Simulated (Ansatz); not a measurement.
Abridged output of a molecular run in Ansatz:

```
Functional definition: HF
1802 factors; integrals over basis functions are off by at most 1.0e-3 eV
mean field evaluation 1: about -19286.1134 eV, gradient 7.3e1 eV
mean field evaluation 2: about -19286.4970 eV, gradient 7.3e1 eV
mean field evaluation 4: about -19296.2104 eV, gradient 1.2e1 eV
mean field evaluation 8: about -19296.5363 eV, gradient 1.2e0 eV
mean field evaluation 16: about -19296.5409 eV, gradient 1.3e-6 eV
mean field -19296.54085484 eV, -709.1347967502 hartree, gradient 1.4e-6 eV, S^2 0.000000; 2 other end points of the search recorded, 0 dependent functions left out
9 core orbitals not correlated: weight in the atoms' cores, before any rotation towards them, 1.000 or more for the frozen orbitals, at most 0.000 for the correlated occupied ones
reference -19296.54085484 eV, -709.1347967502 hartree; 23, 23 occupied and 260, 260 virtual orbitals, 1802 factors
second order -42.36886881 eV of doubles, -0.00000000 eV of singles
cycle   1  -39.03655459 eV  change     3.3e0 eV  update   3.0e-1
cycle   2  -40.87676184 eV  change    -1.8e0 eV  update   2.0e-1
cycle   3  -41.31125485 eV  change   -4.3e-1 eV  update   4.5e-2
cycle   4  -41.33548571 eV  change   -2.4e-2 eV  update   2.0e-2
cycle   5  -41.30688687 eV  change    2.9e-2 eV  update   6.4e-3
cycle   6  -41.30618485 eV  change    7.0e-4 eV  update   3.0e-3
cycle   7  -41.30737359 eV  change   -1.2e-3 eV  update   1.1e-3
cycle   8  -41.30651121 eV  change    8.6e-4 eV  update   5.8e-4
cycle   9  -41.30651872 eV  change   -7.5e-6 eV  update   2.5e-4
cycle  10  -41.30698217 eV  change   -4.6e-4 eV  update   1.1e-4
cycle  11  -41.30686963 eV  change    1.1e-4 eV  update   5.5e-5
cycle  12  -41.30673984 eV  change    1.3e-4 eV  update   3.1e-5
cycle  13  -41.30683017 eV  change   -9.0e-5 eV  update   1.3e-5
cycle  14  -41.30678928 eV  change    4.1e-5 eV  update   7.0e-6
perturbative correction -2.35307301 eV, -0.0864738380 hartree
Total energy: -19340.20071712 eV, -710.7392670953 hartree
```

Its atoms:

Z-matrix (Å, degrees):
```
C
W 1 3.064
O 1 1.407 2 23.4
H 1 1.093 2 110.7 3 -91.9
H 1 1.092 2 126.8 3 43.9
H 1 1.093 2 89.0 3 157.8
O 2 1.702 1 122.2 3 -41.2
N 2 1.933 1 112.4 3 88.8
S 2 2.143 1 92.6 3 -159.8
H 8 1.009 2 122.9 1 -119.1
H 8 1.009 2 124.3 1 72.5
```

Task: Which basis set was used?
A. def2-SVP
B. def2-TZVPP
C. def2-QZVPP
D. def2-SVPD

Result: B. It gives 292 functions.

Task: Write the keys of the input that set method, charge and spin (a neutral closed shell needs none for the last two).

Result: 
```yaml
correlation: {method: ccsd_t}
```
